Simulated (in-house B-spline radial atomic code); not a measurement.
Configurations of Gd VII (Gd6+), with energies counted from [Kr] 4d10 4f6 5s2 5p4. Computed with a radial B-spline atomic code at the basis-set limit: scalar-relativistic (X2C) CAM-B3LYP, spin-polarised, spherical fractional occupations, exact exchange averaged over the configuration, Fermi nucleus of rms radius 5.1569 fm. Shells without spins written out take the highest spin.

Occupations are held fixed; configurations that lie above the ionisation limit could autoionise.

```
            configuration  E - E(ref) (eV)  highest orbital  its <r> (bohr)
    [Kr] 4d10 4f5 5s2 5p5          -3.9587            4f up          0.7453
[Kr] 4d10 4f6 5s2 5p3 5d1           28.669            5d up           1.712
[Kr] 4d10 4f5 5s2 5p4 6d1             61.5            6d up            3.33
     [Kr] 4d9 4f7 5s2 5p4           133.96            4f up          0.7613
```

(1) Order these further configurations by energy, lowest first.
A. [Kr] 4d9 4f6 5s2 5p4 6d1
B. [Kr] 4d10 4f5 5s2 5p4 6p1
C. [Kr] 4d9 4f6 5s2 5p4 5d1
D. [Kr] 4d10 4f7 5s2 5p3
E. [Kr] 4d10 4f6 5s2 5p3 6d1

(2) Is the reference the lowest configuration at this level of theory?

## Answers

(1) D (6.5691 eV), B (49.387 eV), E (62.68 eV), C (162.34 eV), A (197.23 eV).

(2) No: [Kr] 4d10 4f5 5s2 5p5 lies 3.959 eV lower with this functional.
